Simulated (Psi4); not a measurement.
CH₄GeOS, singlet, geometry from GFN2-xTB; PBE0/pcseg-1 in Psi4.

Here is a job for Psi4.
```
memory 2 GB

molecule mol {
0 1
Ge    0.294957   -0.132245    0.626848
O    -1.078532   -0.601099   -0.394416
C    -2.159276   -1.493590   -0.296201
H    -3.090850   -0.928504   -0.375139
H    -2.106344   -2.201836   -1.126236
H    -2.158701   -2.048946    0.645879
S     1.086094    1.343194   -0.884028
H     2.123663    1.690339   -0.126645
}

set {
  basis pcseg-1
  reference rks
}

energy('pbe0')
print_variables()
```

The log (banner, timings and long lists left out):

```
   => Loading Basis Set <=

    Name: PCSEG-1
    Role: ORBITAL
    Keyword: BASIS

         ---------------------------------------------------------
                                   SCF
               by Justin Turney, Rob Parrish, Andy Simmonett
                          and Daniel G. A. Smith
                              RKS Reference
         ---------------------------------------------------------

  ==> Geometry <==

    Molecular point group: c1
    Full point group: C1

    Geometry (in Angstrom), charge = 0, multiplicity = 1:

       Center              X                  Y                   Z               Mass
    ------------   -----------------  -----------------  -----------------  -----------------
         GE           0.236279786181    -0.147580998661     0.574496812006    73.921177761000
         O           -1.137209213819    -0.616434998661    -0.446767187994    15.994914619570
         C           -2.217953213819    -1.508925998661    -0.348552187994    12.000000000000
         H           -3.149527213819    -0.943839998661    -0.427490187994     1.007825032230
         H           -2.165021213819    -2.217171998661    -1.178587187994     1.007825032230
         H           -2.217378213819    -2.064281998661     0.593527812006     1.007825032230
         S            1.027416786181     1.327858001339    -0.936379187994    31.972071174400
         H            2.064985786181     1.675003001339    -0.178996187994     1.007825032230

  Running in c1 symmetry.

  Rotational constants: A =      0.24381  B =      0.07100  C =      0.05556 [cm^-1]
  Rotational constants: A =   7309.36688  B =   2128.57095  C =   1665.78559 [MHz]
  Nuclear repulsion =  334.025494438343287

  Charge       = 0
  Multiplicity = 1
  Electrons    = 66
  Nalpha       = 33
  Nbeta        = 33

  ==> Algorithm <==

  SCF Algorithm Type is DF.
  DIIS enabled.
  MOM disabled.
  Fractional occupation disabled.
  Guess Type is SAD.
  Energy threshold   = 1.00e-06
  Density threshold  = 1.00e-06
  Integral threshold = 1.00e-12

  ==> Primary Basis <==

  Basis Set: PCSEG-1
    Blend: PCSEG-1
    Number of shells: 43
    Number of basis functions: 93
    Number of Cartesian functions: 98
    Spherical Harmonics?: true
    Max angular momentum: 2

  ==> DFT Potential <==

   => LibXC <=

    Version 7.1.2
    S. Lehtola, C. Steigemann, M. J. T. Oliveira, and M. A. L. Marques,  SoftwareX 7, 1–5 (2018) (10.1016/j.softx.2017.11.002)

   => Composite Functional: PBE0 <=

    PBE0 Hyb-GGA Exchange-Correlation Functional

    C. Adamo and V. Barone,  J. Chem. Phys. 110, 6158 (1999) (10.1063/1.478522)
    M. Ernzerhof and G. E. Scuseria,  J. Chem. Phys. 110, 5029 (1999) (10.1063/1.478401)

    Deriv               =              1
    GGA                 =           TRUE
    Meta                =          FALSE

    Exchange Hybrid     =           TRUE
    MP2 Hybrid          =          FALSE

   => Exchange Functionals <=

    0.7500   Perdew, Burke & Ernzerhof

   => Exact (HF) Exchange <=

    0.2500               HF

   => Correlation Functionals <=

    1.0000   Perdew, Burke & Ernzerhof

   => LibXC Density Thresholds  <==

    XC_HYB_GGA_XC_PBEH:  1.00E-15

   => Molecular Quadrature <=

    Radial Scheme          =       TREUTLER
    Pruning Scheme         =           NONE
    Nuclear Scheme         =       TREUTLER

    Blocking Scheme        =         OCTREE
    BS radius alpha        =              1
    Pruning alpha          =              1
    Radial Points          =             75
    Spherical Points       =            302
    Total Points           =         172069
    Total Blocks           =           1330
    Max Points             =            256
    Max Functions          =             90
    Weights Tolerance      =       1.00E-15

   => Loading Basis Set <=

    Name: (PCSEG-1 AUX)
    Role: JKFIT
    Keyword: DF_BASIS_SCF

  ==> Integral Setup <==

  SCF_SUBTYPE=INCORE selected. In-core MEM_DF algorithm will be used.
[...]

    J tasked:                   Yes
    K tasked:                   Yes
    wK tasked:                   No
    Algorithm:                 Core
    Schwarz Cutoff:           1E-12
    Mask sparsity (%):       5.7810
    Fitting Condition:        1E-10

   => Auxiliary Basis Set <=

  Basis Set: (PCSEG-1 AUX)
    Blend: DEF2-UNIVERSAL-JKFIT
    Number of shells: 172
    Number of basis functions: 618
    Number of Cartesian functions: 788
    Spherical Harmonics?: true
    Max angular momentum: 5

  Minimum eigenvalue in the overlap matrix is 1.4088022672E-02.
  Reciprocal condition number of the overlap matrix is 2.8272732269E-03.
    Using symmetric orthogonalization.

  ==> Pre-Iterations <==

  SCF Guess: Superposition of Atomic Densities via on-the-fly atomic UHF (no occupation information).

   -------------------------
    Irrep   Nso     Nmo
   -------------------------
     A         93      93
   -------------------------
    Total      93      93
   -------------------------

  ==> Iterations <==

                           Total Energy        Delta E     RMS |[F,P]|

   @DF-RKS iter SAD: -2586.09483840885196   -2.58609e+03   0.00000e+00
   @DF-RKS iter   1: -2589.53511476420863   -3.44028e+00   1.15959e-02 DIIS/ADIIS
   @DF-RKS iter   2: -2589.66358699256671   -1.28472e-01   1.06071e-02 DIIS/ADIIS
   @DF-RKS iter   3: -2590.09633405095065   -4.32747e-01   3.81704e-03 DIIS/ADIIS
   @DF-RKS iter   4: -2590.14729886819805   -5.09648e-02   1.30853e-03 DIIS/ADIIS
   @DF-RKS iter   5: -2590.15231149310102   -5.01262e-03   3.66712e-04 DIIS/ADIIS
   @DF-RKS iter   6: -2590.15304877308699   -7.37280e-04   6.93121e-05 DIIS
   @DF-RKS iter   7: -2590.15307841760887   -2.96445e-05   1.56221e-05 DIIS
   @DF-RKS iter   8: -2590.15307969807964   -1.28047e-06   4.48081e-06 DIIS
   @DF-RKS iter   9: -2590.15307979519685   -9.71172e-08   1.27605e-06 DIIS
   @DF-RKS iter  10: -2590.15307980629495   -1.10981e-08   2.29627e-07 DIIS
  Energy and wave function converged.

  ==> Post-Iterations <==

   Electrons on quadrature grid:
      Ntotal   =   65.9999580051 ; deviation = -4.199e-05

    Orbital Energies [Eh]
    ---------------------

    Doubly Occupied:

[...]
    Virtual:

[...]
    Final Occupation by Irrep:
              A
    DOCC [    33 ]
    NA   [    33 ]
    NB   [    33 ]

  @DF-RKS Final Energy: -2590.15307980629495

   => Energetics <=

    Nuclear Repulsion Energy =            334.0254944383432871
    One-Electron Energy =               -4268.1663019325169444
    Two-Electron Energy =                1434.4072479668079723
    DFT Exchange-Correlation Energy =     -90.4195202789293404
    Empirical Dispersion Energy =           0.0000000000000000
    VV10 Nonlocal Energy =                  0.0000000000000000
    Total Energy =                      -2590.1530798062949543

Computation Completed

Properties will be evaluated at   0.000000,   0.000000,   0.000000 [a0]

Properties computed using the SCF density matrix

 Multipole Moments:

 ------------------------------------------------------------------------------------
     Multipole            Electronic (a.u.)      Nuclear  (a.u.)        Total (a.u.)
 ------------------------------------------------------------------------------------

 L = 1.  Multiply by 2.5417464519 to convert [e a0] to [Debye]
 Dipole X            :          7.1437115           -7.3183653           -0.1746538
 Dipole Y            :          1.3779062           -1.9127636           -0.5348574
 Dipole Z            :          7.2171420           -6.5293163            0.6878256
 Magnitude           :                                                    0.8886397

 ------------------------------------------------------------------------------------

  Variable Map:
  ----------------------------------------------------------------------------
[...]
  Array Variable Map:
  ----------------------------------------------------------------------------
[...]
[...]
```
